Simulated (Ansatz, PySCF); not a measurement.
Reaction (SMILES): F[SiH2][SiH3] -> F[SiH][SiH3] + H atom (the H-Si bond at the site shown breaks; other sites are not compared here)
Structures are relaxed separately at B3LYP-D3(BJ)/def2-TZVP in Ansatz (a program for electronic structure).

Property: bond dissociation energy (0 K, with B3LYP-D3(BJ) harmonic zero-point energies from PySCF), in eV. Cores are frozen in the correlated levels unless marked. Open shells are spin-unrestricted. No spin-orbit coupling. Non-relativistic. CBS(X,Y): correlation extrapolated as X^-3; Hartree-Fock from the larger set. [CCSD(T)-MP2]/basis is that difference in the basis named.

| level | program | bond dissociation energy (eV) |
|---|---|---|
| SVWN5/def2-TZVPD | Ansatz | 3.98 |
| r2SCAN-D3(BJ)/def2-TZVPD | Ansatz + dftd3 | 3.66 |
| PBE0-D3(BJ)/def2-TZVP | Ansatz + dftd3 | 3.66 |
| r2SCANh-D4/def2-TZVPD | Ansatz + dftd4 | 3.68 |
| r2SCAN0/def2-TZVPD | Ansatz | 3.69 |
| SCS-MP2/aug-cc-pV(Q+d)Z | Ansatz | 3.94 |
| CCSD/6-31G | Ansatz | 3.16 |
| CCSD/aug-cc-pV(T+d)Z | Ansatz | 3.84 |
| RI-MP2/CBS(aug-cc-pV(T+d)Z,aug-cc-pV(Q+d)Z)+[CCSD(T)-MP2]/aug-cc-pV(D+d)Z | Ansatz | 3.94 |
| CCSD(T)/CBS(aug-cc-pV(T+d)Z,aug-cc-pV(Q+d)Z) | Ansatz | 3.90 |
